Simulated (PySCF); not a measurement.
**TaO₃⁻, singlet: computed properties**

Level of theory: PBE/[Ta def2-SVPD with ECP60, O def2-SVPD], scalar-relativistic core potentials, density fitting, no spin–orbit coupling, PySCF.

The structure is a saddle point with 1 imaginary mode.

Coordinates in bohr (charge -1 multiplicity 1):
```
Ta    0.0000    0.0000    0.0000
O     0.0041    0.0000    3.4583
O     2.9930    0.0000   -1.7327
O    -2.9970    0.0000   -1.7257
```

| Item | Value |
| --- | --- |
| Point group | D3h |
| Bond lengths | Ta–O 1.830 Å (×3) |
| Bond angles | O–Ta–O 120.0° (×3) |
| Zero-point energy (real modes) | 17.4 kJ/mol |
| Highest occupied level | -1.12 eV |
| Rotational constants | 0.2098, 0.2098, 0.1049 cm⁻¹ |
| Principal polarisabilities | 53.7, 71.4, 71.4 bohr³ |
| Principal quadrupole moments (Buckingham, traceless) about the centre of mass | -11.93, -11.93, 23.87 D Å |
| Dipole moment about the centre of mass | 0.00 D |
| Lowest empty level | 0.07 eV |

Harmonic modes (masses in u: Ta 180.948, O 15.995):
| symmetry | ω (cm⁻¹) | IR (km/mol, summed over degenerate members) | μ (u) | type |
| --- | --- | --- | --- | --- |
| a2'' | 163i | – | 19.77 | bend |
| e' | 257 | 4.6 | 17.11 | bend |
| e' | 777 | 810 | 18.30 | stretch |
| a1' | 845 | 0.0 | 15.99 | stretch |

In D3h the vibrations span a2'' + 2e' + a1'. The a1' mode carries no infrared intensity, as symmetry demands.

Charges (e); Mulliken and Löwdin values are unreliable with diffuse functions:
```
  atom  Mulliken  Löwdin  polar tensor  Mayer order to Ta1
   Ta1      1.63    1.00          2.43                   –
O2,3,4     -0.88   -0.67         -1.14                1.60
```

Mulliken populations on Ta1 (electrons outside its core potential): s 2.27, p 6.16, d 2.78, f 0.17.

Outer orbital energies (eV). occupied: -3.39, -3.00, -2.97, -2.97, -1.89, -1.15, -1.12, -1.12; empty: 0.07, 3.40, 3.40, 3.87.

Only a few start shapes were tried, so a lower isomer may exist. The lowest empty level of this anion is unbound, so it and the gap depend on the basis. At this level a singlet minimum of C3v symmetry lies 35 kJ/mol below this structure. Spin–orbit coupling, left out here, can matter for elements this heavy.

The final relaxation and frequency run took of the order of 40 core-seconds on a shared host.
